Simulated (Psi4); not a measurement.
BiI3 (SMILES [I][Bi]([I])[I]), singlet, at a GFN2-xTB geometry (such geometries of metal compounds can be far from the true shape) (core potentials on Bi, I); REVPBE/def2-SVPD in Psi4 1.11.

Here is a job for Psi4.
```
memory 2 GB

molecule mol {
0 1
Bi   -0.003037   -0.013326    0.921176
I     0.412683   -2.360863   -0.513763
I     1.846815    1.546753   -0.452507
I    -2.254741    0.834978   -0.476327
}

set {
  basis def2-svpd
  reference rks
  scf_type pk
  puream true
  d_convergence 1e-8
  dft_radial_points 99
  dft_spherical_points 590
}

energy('revpbe')
print_variables()
```

The log (banner, timings and long lists left out):

```
   => Loading Basis Set <=

    Name: DEF2-SVPD
    Role: ORBITAL
    Keyword: BASIS

    !!!  WARNING: ECP capability is in beta. Please check occupations closely.  !!!

         ---------------------------------------------------------
                                   SCF
               by Justin Turney, Rob Parrish, Andy Simmonett
                          and Daniel G. A. Smith
                              RKS Reference
         ---------------------------------------------------------

  ==> Geometry <==

    Molecular point group: c1
    Full point group: C1

    Geometry (in Angstrom), charge = 0, multiplicity = 1:

       Center              X                  Y                   Z               Mass
    ------------   -----------------  -----------------  -----------------  -----------------
         BI          -0.002984449170    -0.013094303015     0.905174954313   208.980399100000
         I            0.412735550830    -2.360631303015    -0.529764045687   126.904471900000
         I            1.846867550830     1.546984696985    -0.468508045687   126.904471900000
         I           -2.254688449170     0.835209696985    -0.492328045687   126.904471900000

  Running in c1 symmetry.

  Rotational constants: A =      0.01235  B =      0.01235  C =      0.00767 [cm^-1]
  Rotational constants: A =    370.26870  B =    370.26864  C =    229.79624 [MHz]
  Nuclear repulsion =  566.394527893508439

  Charge       = 0
  Multiplicity = 1
  Electrons    = 98
  Nalpha       = 49
  Nbeta        = 49

  ==> Algorithm <==

  SCF Algorithm Type is PK.
  DIIS enabled.
  MOM disabled.
  Fractional occupation disabled.
  Guess Type is SAD.
  Energy threshold   = 1.00e-06
  Density threshold  = 1.00e-08
  Integral threshold = 1.00e-12

  ==> Primary Basis <==

  Basis Set: DEF2-SVPD
    Blend: DEF2-SVPD
    Number of shells: 51
    Number of basis functions: 137
    Number of Cartesian functions: 149
    Spherical Harmonics?: true
    Max angular momentum: 2

  Core potential: DEF2-SVPD
    Number of shells: 16
    Number of ECP primitives: 105
    Number of ECP core electrons: 144
    Max angular momentum: 3

  ==> DFT Potential <==

   => LibXC <=

    Version 7.1.2
    S. Lehtola, C. Steigemann, M. J. T. Oliveira, and M. A. L. Marques,  SoftwareX 7, 1–5 (2018) (10.1016/j.softx.2017.11.002)

   => Composite Functional: REVPBE <=

    revPBE GGA Exchange-Correlation Functional

    Y. Zhang and W. Yang, Phys. Rev. Lett. 80, 890, 1998

[...]
   @RKS iter   8: -1108.07416603256024   -1.44910e-05   9.77116e-06 DIIS
   @RKS iter   9: -1108.07416701586521   -9.83305e-07   5.74519e-06 DIIS
   @RKS iter  10: -1108.07416759220041   -5.76335e-07   5.89006e-07 DIIS
   @RKS iter  11: -1108.07416759769808   -5.49767e-09   1.28916e-07 DIIS
   @RKS iter  12: -1108.07416759796297   -2.64890e-10   3.86247e-08 DIIS
   @RKS iter  13: -1108.07416759798502   -2.20552e-11   6.11207e-09 DIIS
  Energy and wave function converged.

  ==> Post-Iterations <==

   Electrons on quadrature grid:
      Ntotal   =   98.0000071050 ; deviation = 7.105e-06

    Orbital Energies [Eh]
    ---------------------

    Doubly Occupied:

[...]
      49A     -0.233429

    Virtual:

[...]
     137A     56.227765

    Final Occupation by Irrep:
              A
    DOCC [    49 ]
    NA   [    49 ]
    NB   [    49 ]

  @RKS Final Energy: -1108.07416759798502

   => Energetics <=

    Nuclear Repulsion Energy =            566.3945278935084389
    One-Electron Energy =               -3057.9921796154690128
    Two-Electron Energy =                1467.6254923686153688
    DFT Exchange-Correlation Energy =     -84.1020082446397481
    Empirical Dispersion Energy =           0.0000000000000000
    VV10 Nonlocal Energy =                  0.0000000000000000
    Total Energy =                      -1108.0741675979850243

Computation Completed

Properties will be evaluated at   0.000000,   0.000000,   0.000000 [a0]

Properties computed using the SCF density matrix

 Multipole Moments:

 ------------------------------------------------------------------------------------
     Multipole            Electronic (a.u.)      Nuclear  (a.u.)        Total (a.u.)
 ------------------------------------------------------------------------------------

 L = 1.  Multiply by 2.5417464519 to convert [e a0] to [Debye]
 Dipole X            :         -0.1056260            0.1024685           -0.0031575
 Dipole Y            :         -0.4633703            0.4495815           -0.0137887
 Dipole Z            :         32.0324991          -31.0783971            0.9541020
 Magnitude           :                                                    0.9542069

 ------------------------------------------------------------------------------------

  Variable Map:
  ----------------------------------------------------------------------------
[...]
  Array Variable Map:
  ----------------------------------------------------------------------------
[...]
[...]
```
